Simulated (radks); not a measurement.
Task: Fe I, 26 electrons, occupied as [Ar] 3d6 4s2 (the NIST ground configuration). All-electron calculation, Dirac Kohn-Sham, LDA (Slater exchange, Perdew-Wang correlation), spin-unpolarised, spherical densities, point nucleus; open shells fill j = l - 1/2 first. Program: a radial shooting solver on a logarithmic mesh with Libxc functionals.

Spin-orbit splittings of the eigenvalues, e(l+1/2) - e(l-1/2), with zeta = 2 splitting/(2l+1) and mean radii in bohr:

shell  occ.  splitting (eV)  zeta (eV)  <r> j=l-1/2  <r> j=l+1/2
2p        6           12.45      8.300       0.2337       0.2368
3p        6           1.553      1.035       0.8524       0.8621
3d        6               ?          ?        1.137        1.145

Estimate the 3d splitting.

Result: 0.1529 eV (zeta = 0.06114 eV).
